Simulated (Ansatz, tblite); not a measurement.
Forces on Zn3O3H12, a cluster cut from zinc blende ZnO (hydrogen-capped) at its r2SCAN-D4/def2-SVP geometry. Charge 0, multiplicity 1.

The xTB rows come from tblite.

GFN1-xTB (tblite), largest force 1.14 eV/Å:

```xyz
18
positions Å, forces eV/Å
O    -1.914    0.720    0.122   -1.060    0.405    0.055
O     0.880   -0.266   -1.829    0.488   -0.137   -0.992
O     1.037   -0.458    1.709    0.557   -0.233    0.949
Zn   -1.084    0.320    2.247   -0.264    0.095    0.550
Zn    2.350   -0.898   -0.147    0.580   -0.201   -0.042
Zn   -1.270    0.555   -2.103   -0.314    0.154   -0.504
H    -1.756   -1.078    2.456    0.070    0.247    0.065
H    -0.664    1.799    2.548   -0.117   -0.241    0.056
H     2.076   -2.436   -0.221    0.148    0.215    0.006
H     3.162    0.441   -0.113   -0.030   -0.272   -0.013
H    -1.972   -0.811   -2.397    0.065    0.247   -0.047
H    -0.869    2.059   -2.277   -0.122   -0.228   -0.072
H    -2.743    0.211    0.123    0.606    0.312   -0.004
H    -2.169    1.656    0.180    0.228   -0.639   -0.042
H     0.869   -1.061   -2.388   -0.023    0.513    0.415
H     1.408    0.395   -2.306   -0.366   -0.413    0.364
H     1.061   -1.304    2.186   -0.049    0.560   -0.364
H     1.599    0.155    2.212   -0.397   -0.381   -0.381
```

GFN2-xTB (tblite), largest force 0.60 eV/Å:

```
O -0.488 0.183 0.018
O 0.223 -0.065 -0.445
O 0.246 -0.104 0.437
Zn -0.137 0.046 0.272
Zn 0.288 -0.103 -0.020
Zn -0.159 0.075 -0.248
H 0.200 0.564 0.057
H -0.226 -0.558 0.026
H 0.249 0.543 0.019
H -0.169 -0.577 -0.023
H 0.198 0.562 -0.017
H -0.231 -0.547 -0.067
H 0.200 0.000 -0.002
H 0.146 -0.134 -0.009
H -0.063 0.073 0.158
H -0.100 -0.029 0.153
H -0.066 0.093 -0.153
H -0.110 -0.021 -0.155
```

PBE-D4/def2-TZVP (Ansatz), largest force 0.42 eV/Å:

```
O 0.007 -0.011 -0.004
O -0.020 0.000 0.030
O -0.020 0.004 -0.015
Zn -0.186 0.071 0.367
Zn 0.395 -0.131 -0.025
Zn -0.214 0.109 -0.336
H -0.006 -0.081 -0.028
H 0.046 0.056 -0.023
H -0.059 -0.067 -0.002
H -0.008 0.075 0.004
H -0.008 -0.089 0.018
H 0.049 0.061 0.024
H -0.168 -0.190 -0.003
H 0.006 0.257 0.015
H -0.047 -0.255 -0.102
H 0.135 0.232 -0.076
H -0.038 -0.256 0.073
H 0.137 0.217 0.084
```
